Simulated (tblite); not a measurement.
Compound: C3HCl3F3 (doublet state).
Numbering: `[F:1][C:2]([F:3])[C@H:4]([F:5])[C:6]([Cl:7])([Cl:8])[Cl:9]` (hydrogens: H10 on C4)

Structure optimised with GFN2-xTB, isolated species. This method treats the open shell by occupation alone, without spin polarisation.

List the bond lengths, angles and torsions at this level.

```json
{"bond": "F1–C2, C2–F3", "length (Å)": "1.329", "order": "single"}
{"bond": "C2–C4", "length (Å)": "1.486", "order": "single"}
{"bond": "C4–F5", "length (Å)": "1.369", "order": "single"}
{"bond": "C4–C6", "length (Å)": "1.560", "order": "single"}
{"bond": "C6–Cl7", "length (Å)": "1.778", "order": "single"}
{"bond": "C6–Cl8, C6–Cl9", "length (Å)": "1.771", "order": "single"}
{"bond": "C4–H10", "length (Å)": "1.099", "order": "single"}
```

Bonds in one row agree within 0.01 Å and their mean is given. Orders are formal, as drawn. A selection of angles:
```json
{"angle": "F1–C2–F3", "degrees": "110.5"}
{"angle": "F1–C2–C4", "degrees": "120.9"}
{"angle": "F3–C2–C4", "degrees": "117.1"}
{"angle": "C2–C4–F5", "degrees": "110.1"}
{"angle": "C2–C4–C6", "degrees": "115.0"}
{"angle": "C2–C4–H10", "degrees": "108.0"}
{"angle": "F5–C4–C6", "degrees": "107.4"}
{"angle": "F5–C4–H10", "degrees": "107.3"}
{"angle": "C6–C4–H10", "degrees": "108.8"}
{"angle": "C4–C6–Cl7", "degrees": "108.3"}
{"angle": "C4–C6–Cl8", "degrees": "108.8"}
{"angle": "C4–C6–Cl9", "degrees": "111.1"}
{"angle": "Cl7–C6–Cl8", "degrees": "109.1"}
```

Dihedral angles: F1–C2–C4–F5 73° (synclinal); C2–C4–C6–Cl7 -174° (antiperiplanar).

C2 (carbon bonded to C and 2 F) has angles 120.9°, 117.1° and 110.5°, sum 348.5°, 0.27 Å off the plane of its three neighbours. The C–F distances run from 1.326 Å (F1–C2, drawn single) to 1.369 Å (C4–F5, drawn single), a spread of 0.043 Å. Of the pairs four or more bonds apart, F1···Cl9 is among the closest relative to their van der Waals radii: 2.98 Å, 93 % of the sum of Bondi's values. The C–C distances run from 1.486 Å (C2–C4, drawn single) to 1.560 Å (C4–C6, drawn single), a spread of 0.074 Å.

Point group: C1 (no symmetry element, even within 0.4 Å). Its GFN2-xTB frequencies are all real (lowest 30 cm⁻¹). 2 starts were optimised and ended at 0.00 and 0.73 kcal/mol (GFN2-xTB); the lowest of these is shown.

One conformer stands for the species.

These are computed values.
